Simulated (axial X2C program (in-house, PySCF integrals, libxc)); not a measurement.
## InSi: bond constants with and without spin–orbit coupling

Computed with an axial X2C code built on PySCF integrals. Spin-free means the one-electron spin-free X2C Hamiltonian; two-component (2c) means X2C with spin–orbit coupling and atomic mean-field two-electron Coulomb and Gaunt terms, so the difference of the two also holds small scalar two-electron terms. Basis: In dyall-cv3z [11s12p9d4f1g], Si dyall-v3z [8s7p2d1f] (cores contracted in-house); Gaussian nuclei, density fitting, unrestricted open shells. Masses: In 114.904 u, Si 27.977 u.

State, spin-free: M_S = 3/2, Λ = 0 (beyond evenly filled blocks: σα, π+α, π-α); electrons by block: σα: 15, σβ: 14, π+α: 7, π+β: 6, π-α: 7, π-β: 6, δ+α: 2, δ+β: 2, δ-α: 2, δ-β: 2. Fragments: In + Si.

State, 2c: Ω = 3/2 (⟨Sz⟩ = 1.50, ⟨Lz⟩ = 0.00 at PBE0); electrons by block: 1/2: 21, -1/2: 21, 3/2: 9, -3/2: 8, 5/2: 2, -5/2: 2. Fragments: In + Si.

| Hamiltonian | level | Re (Å) | ωe (cm⁻¹) | ωexe (cm⁻¹) | Be (cm⁻¹) | De (eV) | D0 (eV) | k (mdyn/Å) | μ (D) |
| --- | --- | --- | --- | --- | --- | --- | --- | --- | --- |
| spin-free | PBE0 | 2.610 | 260.4 | 0.954 | 0.11 | 2.34 | 2.32 | 0.899 | -2.04 |
| spin-free | HF | 2.694 | 239.4 | 0.908 | 0.1032 | 1.45 | 1.43 | 0.76 | -2.82 |
| spin-free | MP2 | 2.592 | 268.2 | 0.814 | 0.1115 | 2.20 | 2.18 | 0.954 | n/a |
| spin-free | CCSD | 2.623 | 259.2 | 0.884 | 0.1089 | 2.10 | 2.09 | 0.891 | n/a |
| spin-free | CCSD(T) | 2.614 | 262.7 | 0.887 | 0.1097 | n/a | n/a | 0.915 | n/a |
| spin-free | r2SCAN0 | 2.595 | 265.1 | 0.922 | 0.1112 | 2.32 | 2.31 | 0.931 | -1.99 |
| 2c | PBE0 | 2.609 | 260.2 | 0.956 | 0.1101 | n/a | n/a | 0.898 | -2.03 |
| 2c | HF | 2.694 | 239.1 | 0.915 | 0.1033 | 1.26 | 1.25 | 0.758 | -2.82 |
| 2c | MP2 | 2.595 | 268.2 | 0.806 | 0.1113 | 2.07 | 2.05 | 0.953 | n/a |
| 2c | CCSD | 2.623 | 259.0 | 0.889 | 0.1089 | 1.94 | 1.92 | 0.889 | n/a |
| 2c | CCSD(T) | 2.614 | 262.5 | 0.891 | 0.1096 | n/a | n/a | 0.914 | n/a |
| 2c | r2SCAN0 | 2.595 | 265.0 | 0.924 | 0.1113 | n/a | n/a | 0.931 | -1.98 |

Correlated methods: 17 electrons correlated (number of frozen shells: In 4 s, 3 p, 1 d; Si 2 s, 1 p), 231 virtual spin orbitals or spinors in MP2, 110 natural virtuals in coupled cluster.

Dipoles are positive if Si is the positive end.

The state is one determinant whose occupation by symmetry is held fixed; it was picked as the lowest of a PBE0 search that is not exhaustive. Dissociation energies refer to the lowest single-determinant-based atoms at the same level and basis. De is not given where an atomic determinant may have missed its ground term or J level, or where the truncated virtual space spoils (T). Density functionals use the spin component along the axis (collinear). CCSD and (T) use frozen natural virtuals with an MP2 correction for the truncation; (T) itself is uncorrected, so its De runs slightly low. A 2c atom that is not at its ground J level misses part of its spin–orbit lowering, and De is too large by that part (0.04 eV or less for light atoms). This holds for MP2, CCSD. PBE0 can misorder states that lie within some tenths of an eV, so this need not be the ground state of the molecule. The nearest other spin-free determinant of the search, M_S = 1/2, Λ = 0, lies 0.32 eV up at the distance of the search. Without a current term, density functionals place determinants with orbital angular momentum somewhat too high. With several unpaired electrons one determinant need not be a pure state. This is the top spin component of a Σ state; components of lower Ω are not single determinants and can lie lower.

Rough cost a point (2c) on 1 thread(s) of a shared host, integrals apart: PBE0 0.7 s, HF 0.8 s, CCSD(T) 20 s, r2SCAN0 1.1 s.

The whole task took 5.9 min on 1 thread of Arm Neoverse V1, on a shared host.
